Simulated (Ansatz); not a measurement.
Molecular dynamics of H3CCl

Input file:

```yaml
accuracy: low
crystal:
  lattice:
    - [7.920037, 0.0, 0.0]
    - [0.0, 7.920037, 0.0]
    - [0.0, 0.0, 7.920037]
  atoms:
    - { symbol: C, position: [0.52798292, 0.94635504, 0.5769104] }
    - { symbol: Cl, position: [0.46467026, 0.75929286, 0.46686341] }
    - { symbol: H, position: [0.61929598, 0.90919204, 0.67326458] }
    - { symbol: H, position: [0.58500223, 1.03297718, 0.48611493] }
    - { symbol: H, position: [0.41649443, 1.00306202, 0.63533238] }
    - { symbol: C, position: [0.06080948, 0.52267518, 0.3914417] }
    - { symbol: Cl, position: [-0.13973785, 0.61091493, 0.45146189] }
    - { symbol: H, position: [0.11433306, 0.60063968, 0.29078023] }
    - { symbol: H, position: [0.14372804, 0.52331509, 0.50175948] }
    - { symbol: H, position: [0.03873729, 0.39430731, 0.3457949] }
    - { symbol: C, position: [0.92100209, 0.23887967, 0.77127217] }
    - { symbol: Cl, position: [1.13377202, 0.28708403, 0.83783091] }
    - { symbol: H, position: [0.9230312, 0.11963557, 0.70131082] }
    - { symbol: H, position: [0.84224723, 0.22710261, 0.88495815] }
    - { symbol: H, position: [0.87663716, 0.34165613, 0.69025942] }
    - { symbol: C, position: [0.61658355, 0.77927481, 0.03479534] }
    - { symbol: Cl, position: [0.4343892, 0.69451607, -0.06924243] }
    - { symbol: H, position: [0.62928786, 0.91195942, -0.0016081] }
    - { symbol: H, position: [0.59810467, 0.76791498, 0.17114548] }
    - { symbol: H, position: [0.72765767, 0.7079689, -0.00606703] }
    - { symbol: C, position: [0.50585776, 0.26293162, 0.125332] }
    - { symbol: Cl, position: [0.4555773, 0.33133845, 0.33600213] }
    - { symbol: H, position: [0.49508235, 0.37205074, 0.04092766] }
    - { symbol: H, position: [0.63557714, 0.21458416, 0.12721965] }
    - { symbol: H, position: [0.41621426, 0.1642426, 0.08894484] }
    - { symbol: C, position: [0.09628255, 1.00403056, 0.37897924] }
    - { symbol: Cl, position: [-0.08802468, 1.08453175, 0.27280735] }
    - { symbol: H, position: [0.05449267, 0.91166379, 0.47338633] }
    - { symbol: H, position: [0.17703699, 0.94229684, 0.28509072] }
    - { symbol: H, position: [0.16223957, 1.11068626, 0.43780274] }
basis:
  ecutwfc: 420.0
kpoints:
  mp_grid: { grid: [1, 1, 1] }
hamiltonian:
  xc: pbe
  dispersion: d3bj
scf:
  occupations: { method: fermi_dirac, width: 0.02 }
  lower_state_search: "off"
md:
  timestep: 0.5
  n_steps: 290
  ensemble: nvt_langevin
  temperature: 300.0
  initial_velocities: maxwell_boltzmann
  seed: 566476
  friction: 0.02
```

Launched with:

```bash
$ ansatz run input.yaml --threads 1 --pin off --max-ram 3072MiB --backend cpu --events-out ev --progress --plain --runs-dir out
```

It starts from a partly relaxed structure (largest force component 0.22 eV/Å).

Output, in part (step lines):

```
md step     0: t =     0.00 fs  T =   290.0 K  F+E_penalty+E_count = -8277.25901958 eV  E_kin = 1.124562 eV  (8 SCF iters)
md step     1: t =     0.50 fs  T =   286.0 K  F+E_penalty+E_count = -8277.23906930 eV  E_kin = 1.108995 eV  (7 SCF iters)
md step     2: t =     1.00 fs  T =   275.2 K  F+E_penalty+E_count = -8277.18023509 eV  E_kin = 1.067290 eV  (7 SCF iters)
md step     3: t =     1.50 fs  T =   248.4 K  F+E_penalty+E_count = -8277.09774118 eV  E_kin = 0.963217 eV  (7 SCF iters)
md step     4: t =     2.00 fs  T =   219.5 K  F+E_penalty+E_count = -8277.00968270 eV  E_kin = 0.851312 eV  (7 SCF iters)
md step     5: t =     2.50 fs  T =   207.6 K  F+E_penalty+E_count = -8276.93233941 eV  E_kin = 0.805214 eV  (5 SCF iters)
md step     6: t =     3.00 fs  T =   198.7 K  F+E_penalty+E_count = -8276.87452474 eV  E_kin = 0.770497 eV  (5 SCF iters)
md step     7: t =     3.50 fs  T =   196.2 K  F+E_penalty+E_count = -8276.83729395 eV  E_kin = 0.760768 eV  (5 SCF iters)
[... lines left out ...]
md step   290: t =   145.00 fs  T =   284.6 K  F+E_penalty+E_count = -8276.42395313 eV  E_kin = 1.103499 eV  (7 SCF iters)
```

The steps, from the saved trajectory:

```
time (fs)  T (K)  potential energy less start (eV)
      0.0    290                             0.000
      4.5    214                             0.466
      9.0    187                             0.714
     13.5    249                             0.519
     18.0    189                             0.658
     22.5    232                             0.594
     27.0    258                             0.596
     31.5    246                             0.643
     36.0    296                             0.488
     40.5    260                             0.602
     45.0    210                             0.769
     49.5    211                             0.729
     54.0    269                             0.698
     58.5    257                             0.713
     63.0    326                             0.597
     67.5    335                             0.760
     72.0    272                             1.013
     76.5    314                             0.940
     81.0    307                             0.775
     85.5    267                             0.817
     90.0    300                             0.743
     94.5    273                             0.821
     99.0    239                             0.874
    103.5    253                             0.798
    108.0    261                             0.817
    112.5    251                             0.908
    117.0    343                             0.767
    121.5    320                             0.816
    126.0    280                             0.955
    130.5    317                             0.848
    135.0    318                             0.827
    139.5    276                             0.868
    144.0    271                             0.824
```

All steps were run. A run of 0.14 ps of so small a system gives no equilibrium averages. Limits of this set-up: coarse k mesh, low accuracy level.

Mean squared displacements from the first frame to the last, about the centre of mass: C 0.18 Å², Cl 0.23 Å², H 0.69 Å².

Last frame:

```xyz
30
Lattice="7.9200 0.0000 0.0000 0.0000 7.9200 0.0000 0.0000 0.0000 7.9200" Properties=species:S:1:pos:R:3
C 4.282 7.433 4.322
Cl 3.580 6.232 3.181
H 5.168 6.904 4.731
H 4.562 8.302 3.753
H 3.604 7.623 5.180
C 0.435 4.062 3.571
Cl -1.083 4.814 4.062
H 0.982 4.625 2.773
H 0.985 4.054 4.535
H 0.197 3.039 3.253
C 7.278 1.922 6.511
Cl 8.841 2.523 7.016
H 7.433 0.905 6.100
H 6.656 1.789 7.365
H 6.784 2.592 5.784
C 5.125 5.850 0.199
Cl 3.461 5.926 -0.586
H 5.387 6.855 0.575
H 5.005 5.256 1.109
H 5.897 5.526 -0.535
C 3.889 1.718 1.221
Cl 3.441 2.778 2.578
H 3.539 2.331 0.358
H 4.971 1.602 1.252
H 3.255 0.796 1.329
C 0.575 8.010 3.498
Cl -0.143 8.409 1.904
H 1.018 6.886 3.462
H 1.415 8.713 3.716
H -0.256 8.254 4.146
```

Time of the run: 6.4 min on 1 thread of Intel(R) Xeon(R) 6975P-C (Granite Rapids), on a shared host, peak memory 0.49 GiB.
